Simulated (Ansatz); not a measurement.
Stepwise reaction of tantalum pentafluoride with water, as a gas-phase model of exchange steps in deposition or etching. ΔE in kJ/mol.

Gas-phase electronic energies from Ansatz, PBE0-D4/def2-TZVP geometries. CCSD(T)/CBS is the MP2 limit (def2-TZVPP, def2-QZVPP) plus CCSD(T) − MP2 in def2-TZVPP, frozen cores. This one scheme is used for every species. Functionals use def2-TZVPP. B3LYP here is the variant with VWN-RPA as its local correlation; programs differ in this. Elements past krypton have def2 core potentials. For Ta outer-core shells are correlated without core-valence functions, which leaves a few kJ/mol of doubt a bond. One conformer a species, not always the lowest.

```csv
step,reaction,PBE-D4,B3LYP-D4,ωB97M-V,CCSD(T)/CBS
1,`[F][Ta]([F])([F])([F])[F]` + H₂O → `[OH][Ta]([F])([F])([F])[F]` + H–F,37.9,36.1,36.5,31.0
2,`[OH][Ta]([F])([F])([F])[F]` + H₂O → `[OH][Ta]([OH])([F])([F])[F]` + H–F,37.0,35.9,35.6,30.3
3,`[OH][Ta]([OH])([F])([F])[F]` + H₂O → `[OH][Ta]([OH])([OH])([F])[F]` + H–F,34.4,33.8,33.2,26.5
```

(1) By hand: ΔE of the 3 steps together at CCSD(T)/CBS.

Results:

(1) (31.0) + (30.3) + (26.5) = 87.8 kJ/mol, or 29.3 kJ/mol a step.

In ΔE the steps differ by no more than 4.5 kJ/mol. All are uphill at CCSD(T)/CBS. PBE-D4 differs from CCSD(T)/CBS by 6.7 to 7.9 kJ/mol a step. Isolated molecules leave out the surface, adducts and barriers. Largest T1 diagnostic: 0.018.
